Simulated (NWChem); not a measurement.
RbF; SMILES [F][Rb]

Computed with NWChem. def2 effective core potentials on Rb; no spin-orbit coupling. Each level has its own optimisation; frequencies are unscaled.

| level | r F–Rb (Å) | highest harmonic frequency (cm⁻¹) | zero-point energy (kcal/mol) |
|---|---|---|---|
| BLYP/def2-SVP (core potentials) | 2.333 | 373 | 0.5 |
| CAM-B3LYP/def2-SVP (core potentials) | 2.298 | 405 | 0.6 |
| Hartree-Fock/STO-3G (all-electron, non-relativistic) | 2.365 | 528 | 0.8 |
| PBE0-D3(BJ)/def2-TZVP (core potentials) | 2.339 | 370 | 0.5 |
